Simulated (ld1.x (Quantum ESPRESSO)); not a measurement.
What the settings do to the ultrasoft potential of lutetium (Lu)

Base potential:

Lu (Z = 71), ultrasoft, made with ld1.x (Quantum ESPRESSO) 7.5 (PBE, scalar-relativistic). Core [Kr] 4d10, reference 4f14 5s2 5p6 5d1 6s1.5 6p0 (charge +0.5). Waves: 5s (bound): rcut 1.50, rcutus 1.80 bohr; 6s (bound): rcut 1.50, rcutus 1.80 bohr; 5p (bound): rcut 2.15, rcutus 2.80 bohr; 6p (bound, empty): rcut 2.15, rcutus 2.80 bohr; 5d (bound): rcut 2.50, rcutus 3.40 bohr; 5d channel at 0.2 Ry: rcut 2.50, rcutus 3.40 bohr; 4f (bound): rcut 1.00, rcutus 1.20 bohr; 4f channel at 3.75 Ry: rcut 1.00, rcutus 1.20 bohr. Local part: all-electron potential smoothed inside 2.95 bohr (lloc = -1). Core correction: a·sin(br)/r model core inside 0.55 bohr. Augmentation charge: PSQ, radius 1.00 bohr.

Cutoffs, loose and tight: the cutoffs (Ry, on a coarse ladder) from which the occupation-weighted sum of valence levels, in a spherical-Bessel basis at the reference potential, stays within 10 and 1 mRy of its value at 400 Ry. They do not see the model core or the augmentation charge, which bear on the density cutoff. Test errors are all-electron minus pseudo excitation energies from the reference, over the configurations 4f14 5s2 5p6 5d1 6s2 6p0; 4f14 5s2 5p6 5d1 6s1 6p0; 4f14 5s2 5p6 5d1 6s0 6p0; 4f14 5s1 5p6 5d1 6s2 6p0; 4f14 5s2 5p6 5d0 6s2 6p0; 4f14 5s2 5p6 5d1 6s0 6p1; 4f14 5s2 5p6 5d1 6s0 6p2. A dash means not determined; rows that change the core or the reference have their own tests. The largest error is taken over the tests solved by every variant that gives reliable tests at all: 4f14 5s2 5p6 5d1 6s0 6p0; 4f14 5s2 5p6 5d1 6s1 6p0; 4f14 5s2 5p6 5d1 6s2 6p0.

```csv
change,outcome,"cutoff, loose","cutoff, tight",bound ghosts,largest test error (meV)
base,generated,140 Ry,230 Ry,none,-15
core correction none,generated,140 Ry,230 Ry,none,-13
core correction a·sin(br)/r model core inside 0.62 bohr,generated,140 Ry,230 Ry,none,-15
core correction a·sin(br)/r model core inside 0.78 bohr,generated,140 Ry,230 Ry,none,-15
core correction a·sin(br)/r model core inside 1.02 bohr,generated,140 Ry,230 Ry,none,-14
core correction a·sin(br)/r model core inside 1.22 bohr,generated,140 Ry,230 Ry,none,-14
core correction a·sin(br)/r model core inside 1.44 bohr,generated,140 Ry,230 Ry,none,-14
```
